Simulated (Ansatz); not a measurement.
C2H6O2Si can be A, `[SiH3]OC1CO1`, or B, `O=CC(O)[SiH3]`.

Program: Ansatz. Geometries: PBE0-D4/def2-TZVP. ΔE: electronic, gas phase. CBS: MP2 limit from def2 TZ/QZ plus the TZ coupled-cluster correction, frozen cores. Functionals use def2-TZVPP. B3LYP here is the variant with VWN-RPA as its local correlation; programs differ in this. Each species was taken in one conformer, which may not be the lowest.

(1) Which is lower in electronic energy at CCSD(T)/CBS, and by how much? (Estimate.)

(2) Give E(B) − E(A) in kJ/mol with r2SCAN-D4, PBE-D4, B3LYP-D4, PBE0-D4, B2PLYP, MP2/def2-TZVPP, B3LYP. (Estimate.)

Largest T1 diagnostic: 0.015.

Results:

(1) The calculation gave: A, by 20.8 kJ/mol.

(2) The calculation gave: r2SCAN-D4 19.7, PBE-D4 8.1, B3LYP-D4 12.2, PBE0-D4 19.0, B2PLYP 17.4, MP2/def2-TZVPP 27.3, B3LYP 12.9. None reverses the order clearly.

From PBE to PBE0 (25 % exact exchange), in def2-TZVPP and without D4, E(B) − E(A) moves by +10.9 kJ/mol.
